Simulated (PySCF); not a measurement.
1-bromo-3-fluoropropa-1,2-diene (C3H2BrF), SMILES FC=C=CBr. Geometry: PBE-D3(BJ)/def2-SVP.

Method: PBE-D3(BJ)/def2-SVP run with PySCF 2.14.0.

Harmonic wavenumbers (cm⁻¹): 98, 177, 294, 402, 599, 650, 748, 830, 1016, 1137, 1218, 1383, 2016, 3097, 3118. Rotational constants (GHz): 15.57, 1.009, 0.9775; symmetry number 1.

Problem. Work out the zero-point energy and the ideal-gas rigid-rotor harmonic-oscillator thermochemistry at 298.15 K and 1 atm.

Solution. ZPE = ½ Σ hcν = ½ × 16784 cm⁻¹ = 100.39 kJ/mol. H − E(el) = 117.16 kJ/mol. Entropy in J/(mol K): translation 170.10, rotation 114.80, vibration 40.69, total 325.59. G − E(el) = 20.09 kJ/mol. Cp = 80.13 J/(mol K). Modes under 150 cm⁻¹ make the vibrational entropy uncertain.
